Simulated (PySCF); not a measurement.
# ECD: `F[C@@H]1CCO[C@H](F)C1`, C$_{5}$H$_{8}$F$_{2}$O

Molfile (atoms numbered from 1):
```
C5H8F2O
     RDKit          3D

 16 16  0  0  0  0  0  0  0  0999 V2000
    0.3637   -0.1254   -2.0110 F   0  0  0  0  0  0  0  0  0  0  0  0
    0.5215   -0.7924   -0.8134 C   0  0  2  0  0  0  0  0  0  0  0  0
   -0.8543   -1.0870   -0.2212 C   0  0  0  0  0  0  0  0  0  0  0  0
   -1.4915    0.2210    0.2403 C   0  0  0  0  0  0  0  0  0  0  0  0
   -0.6828    0.8633    1.2204 O   0  0  0  0  0  0  0  0  0  0  0  0
    0.5590    1.2119    0.7532 C   0  0  2  0  0  0  0  0  0  0  0  0
    0.4397    2.2179   -0.1913 F   0  0  0  0  0  0  0  0  0  0  0  0
    1.3600    0.0546    0.1444 C   0  0  0  0  0  0  0  0  0  0  0  0
    1.0550   -1.7191   -1.0656 H   0  0  0  0  0  0  0  0  0  0  0  0
   -0.7353   -1.7628    0.6264 H   0  0  0  0  0  0  0  0  0  0  0  0
   -1.4853   -1.5596   -0.9735 H   0  0  0  0  0  0  0  0  0  0  0  0
   -1.6353    0.8893   -0.6169 H   0  0  0  0  0  0  0  0  0  0  0  0
   -2.4505    0.0461    0.7288 H   0  0  0  0  0  0  0  0  0  0  0  0
    1.0995    1.6615    1.5981 H   0  0  0  0  0  0  0  0  0  0  0  0
    2.2167    0.4705   -0.3868 H   0  0  0  0  0  0  0  0  0  0  0  0
    1.7124   -0.5808    0.9566 H   0  0  0  0  0  0  0  0  0  0  0  0
  1  2  1  0
  2  3  1  0
  3  4  1  0
  4  5  1  0
  5  6  1  0
  6  7  1  0
  6  8  1  0
  8  2  1  0
  2  9  1  6
  3 10  1  0
  3 11  1  0
  4 12  1  0
  4 13  1  0
  6 14  1  1
  8 15  1  0
  8 16  1  0
M  END
```

Method: TDDFT LC-wPBE/aug-cc-pVDZ circular dichroism and optical rotation, one conformer, gas phase in PySCF. Geometry: GFN2-xTB.

**Question.** What are the CIP labels of the stereocentres?

**Answer.** C2 R, C6 R.

**Question.** Which excitations and rotatory strengths does the calculation give?

**Answer.** Rotatory strengths R in 10⁻⁴⁰ esu² cm², velocity form and length form (origin at the centre of mass); f in length form.
| state | E (eV) | λ (nm) | f | R (velocity) | R (length) | main |
| --- | --- | --- | --- | --- | --- | --- |
| 1 | 7.82 | 158 | 0.003 | +1.7 | +1.5 | HOMO→LUMO 0.70, HOMO→LUMO+2 0.08 |
| 2 | 8.48 | 146 | 0.014 | +9.2 | +9.3 | HOMO→LUMO+1 0.34, HOMO→LUMO+2 0.23 |
| 3 | 8.58 | 145 | 0.025 | -2.2 | -2.1 | HOMO→LUMO+1 0.37, HOMO→LUMO+2 0.34 |
| 4 | 8.75 | 142 | 0.012 | +1.9 | +1.5 | HOMO→LUMO+3 0.60, HOMO−1→LUMO 0.13 |
| 5 | 8.92 | 139 | 0.003 | +2.4 | +2.3 | HOMO−1→LUMO 0.24, HOMO−2→LUMO 0.18 |
| 6 | 8.99 | 138 | 0.005 | +3.5 | +3.4 | HOMO−2→LUMO 0.42 |
| 7 | 9.07 | 137 | 0.001 | +1.7 | +1.9 | HOMO→LUMO+6 0.23, HOMO−2→LUMO 0.10 |
| 8 | 9.24 | 134 | 0.005 | +33.9 | +34.5 | HOMO→LUMO+4 0.65 |
| 9 | 9.36 | 132 | 0.009 | -18.5 | -19.0 | HOMO→LUMO+5 0.42, HOMO→LUMO+7 0.21 |
| 10 | 9.45 | 131 | 0.013 | -17.3 | -17.2 | HOMO−1→LUMO+1 0.37 |
| 11 | 9.48 | 131 | 0.016 | +2.4 | +2.6 | HOMO→LUMO+7 0.42, HOMO→LUMO+5 0.09 |
| 12 | 9.56 | 130 | 0.009 | -20.3 | -20.5 | HOMO→LUMO+8 0.39, HOMO−1→LUMO+1 0.09 |
| 13 | 9.70 | 128 | 0.025 | -13.2 | -13.4 | HOMO−1→LUMO+3 0.20, HOMO→LUMO+5 0.11 |
| 14 | 9.72 | 128 | 0.024 | -11.0 | -11.1 | HOMO−1→LUMO+2 0.17, HOMO−2→LUMO+1 0.15 |
| 15 | 9.80 | 127 | 0.006 | +24.6 | +24.4 | HOMO−2→LUMO+1 0.17 |
| 16 | 9.86 | 126 | 0.005 | -7.5 | -7.0 | HOMO−2→LUMO+3 0.30 |

Among the states computed, the strongest CD band (largest |R|) is state 8. The largest dissymmetry factor in size, g = 4R/(D+G), with D and G the electric and magnetic dipole strengths, is +0.097 for state 8 (velocity form, f = 0.005), among bands with |R| over 0.5. The mirror image has the same energies and oscillator strengths and all R with the opposite sign.
